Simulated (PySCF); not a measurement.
An unknown shows these calculated signals:

1H NMR (500 MHz, computed): δ 6.84 (m, 1H), 5.89 (s, 1H), 5.76 (m, 1H), 5.69 (m, 1H).

13C{1H} NMR (computed): δ 154.3 (C), 135.9 (CH), 133.2 (CH), 120.2 (CH), 120.0 (CH).

[PySCF: geometry from GFN2-xTB; NMR shieldings at PBE0/pcSseg-1/GIAO; equivalent nuclei averaged; no relativistic terms; no solvent model; a single conformation]

References, each an isolated molecule treated in the same way: TMS for 1H (σref 31.72) and 13C (σref 186.93).

Q: Which of these does the molecule contain: a ketone, a non-aromatic C=C double bond, a vinyl group CH=CH2, a nitrile?

A: 
- A ketone: no.
- A non-aromatic C=C double bond: yes.
- A vinyl group CH=CH2: no.
- A nitrile: no.

The data belong to `FC(F)OC1=COC=CO1`, C$_{5}$H$_{4}$F$_{2}$O$_{3}$; they needn't prove each group on their own.

Carbon signals by region: 5 in the sp2 and nitrile region (100–160 ppm).

Splittings by 19F in the carbon and heteronuclear signals aren't shown, as no couplings were computed. Shifts are as computed. Against solution values, carbons near 30 ppm lie about +3 ppm off and those near 130 ppm about +5 ppm. Of 1211 compounds with measured shifts, 218 miss one by over three times the rms of a fit or turn the order of signals round; such compounds aren't used in these exercises. No couplings were computed; multiplicities are counted from neighbouring protons, with m where these are inequivalent, close in shift, in a saturated or five-membered ring or joined by F or P, and br s for small geminal =CH2 splittings.
